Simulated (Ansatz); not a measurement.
A nudged elastic band was laid between two geometries of F2H4OSi2 + FH (11 atoms, charge 0, multiplicity 1).

Computed with RHF/def2-SVP (Ansatz).

- movable images: 7
- climbing image: yes
- spring: 5.0 eV/Å²
- optimiser: quadratic models (default)
- start path: through a guess of the saddle point
- force threshold: 0.05 eV/Å
- iteration limit: 60
- end points: relaxed

First end point:

```xyz
11
Properties=species:S:1:pos:R:3
Si -0.243 0.084 -0.021
O -0.365 -0.413 1.523
Si -1.410 -0.349 2.835
H -2.765 -0.732 2.398
H -0.891 -1.302 3.832
H -1.412 1.022 3.380
H 1.108 0.467 -0.377
F -1.237 1.318 -0.206
F -0.771 -1.065 -0.984
F 1.929 -1.963 1.423
H 1.183 -1.553 1.732
```

Last end point:

```xyz
11
Properties=species:S:1:pos:R:3
Si 0.232 -0.230 -0.482
O 0.005 -0.740 2.255
Si -1.285 -0.306 3.218
H -2.477 -1.126 2.911
H -0.934 -0.497 4.646
H -1.548 1.117 2.947
H 1.058 0.746 0.189
F -1.319 -0.083 -0.171
F 0.367 -0.012 -2.052
F 0.677 -1.735 -0.234
H 0.348 -1.619 2.309
```

Problem. Which bonds break or form, and what moves?

Solution. Bonds broken: Si1–O2, F10–H11. Bonds formed: Si1–F10, O2–H11. F2H4OSi2 + FH becomes F3HSi + H4OSi.

Problem. What energy profile does the band end with?

Solution. The run converged. The highest image is number 4 of 0 to 8, 1.21 eV above the first end and 1.36 eV above the last; the last end lies 0.16 eV below the first. The profile has 2 maxima (images 4, 6) with wells between them (image 5): this band takes more than one step, which may be the mechanism or a detour left from its start path. A vibrational analysis at the climbing image gives one clearly imaginary mode, 1352i cm⁻¹: a first-order saddle point. The orbitals stay closed-shell, which can raise the energy where a bond breaks towards radicals; this wasn't checked here.

```csv
image,path coordinate (Å),energy (eV),Si1–O2 (Å),F10–H11 (Å),Si1–F10 (Å)
0,0.00,0.00,1.63,0.91,3.32
1,0.48,0.00,1.63,0.91,3.13
2,0.96,0.07,1.64,0.91,2.73
3,1.44,0.46,1.67,0.94,2.27
4,1.92,1.21,1.75,1.19,1.91
5,3.27,0.36,2.08,2.12,1.63
6,4.62,0.45,1.90,2.14,1.65
7,5.97,0.15,2.45,2.25,1.60
8,7.32,-0.16,2.79,2.57,1.59
```

Problem. What is the geometry of the highest image?

Solution. 
```xyz
11
Properties=species:S:1:pos:R:3:forces:R:3
Si 0.068 -0.181 0.077 0.00 0.00 0.00
O -0.194 -0.666 1.743 0.00 0.00 0.00
Si -1.358 -0.344 2.948 0.00 0.00 0.00
H -2.679 -0.725 2.432 0.00 0.00 0.00
H -0.964 -1.183 4.092 0.00 0.00 0.00
H -1.285 1.085 3.282 0.00 0.00 0.00
H 1.149 0.702 -0.308 0.00 0.00 0.00
F -1.175 0.869 0.116 0.00 0.00 0.00
F -0.521 -1.227 -0.970 0.00 0.00 0.00
F 1.382 -1.474 0.579 0.00 0.00 0.00
H 0.702 -1.342 1.544 0.00 0.00 0.00
```

The band took 36 iterations and about 10 core-minutes.

Run time: 5.4 min on 2 threads of Arm Neoverse V2, with other jobs on the host, peak memory 0.26 GiB.
